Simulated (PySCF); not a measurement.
SiHCl, SMILES Cl[SiH] (connectivity only; charge and spin as stated), neutral, multiplicity 1. Geometry optimised at r2SCAN-D4/def2-TZVP. The isomer is the one that the SMILES or the coordinates give; other isomers of the formula were not compared.

TDDFT-CAM-B3LYP/def2-TZVPD (PySCF) puts the lowest singlet excitations at 2.68, 5.41, 5.55, 6.21, 6.32, 6.34 eV.

Task: What are the lowest excitation roots from PySCF 2.14.0 with ADC(2)/aug-cc-pVDZ? (An estimate is asked for; the answer gives what the named calculation found.)

Result: 2.83, 5.61, 5.72, 6.13, 6.36, 6.70 eV. S1 differs by 0.15 eV (second minus first; roots are paired by order, and the bases may differ).
